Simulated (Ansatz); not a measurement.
The cluster Si₄Au₃⁻. Total charge -1; singlet. Geometry r2SCAN-D4/def2-SVPD, basis def2-TZVPD, Ansatz.

Cartesian coordinates in Å:
```
Au 0.087 2.805 1.382
Au -1.190 -0.776 0.561
Au -0.116 -3.327 0.383
Si 0.455 2.123 -1.016
Si -1.619 1.531 0.172
Si 1.559 -2.243 -0.872
Si 0.824 -0.112 -0.609
```

```csv
run,HOMO (eV),LUMO (eV)
A,-2.47,1.52
B,-1.20,0.15
C,-1.64,0.71
D,-1.09,0.11
E,-3.10,2.20
```

In the def2 sets Au takes a core potential; there is no spin–orbit coupling. No other spin state of charge -1 was run. Another isomer (singlet) lies 2.10 eV lower at PBE0-D4/def2-TZVPD; other spin states weren't run for this one.

Problem. The runs used CAM-B3LYP, PBE, PBE0, r2SCAN, ωB97M-V. Estimate which is which.

Solution. A CAM-B3LYP (range-separated); B r2SCAN (0 % exact exchange); C PBE0 (25 % exact exchange); D PBE (0 % exact exchange); E ωB97M-V (range-separated). Exact exchange lowers occupied and raises empty levels; among semilocal functionals meta-GGAs tend to open the gap a little, and such runs are hard to tell apart. The gap grows from 1.20 eV (PBE) to 5.30 eV (ωB97M-V). The restricted singlet is unstable towards broken spin symmetry in Hartree–Fock (as tested in another run); at CAM-B3LYP-D4/def2-TZVPD, r2SCAN-D4/def2-TZVPD, PBE0-D4/def2-TZVPD, ωB97M-V/def2-TZVPD this wasn't settled.
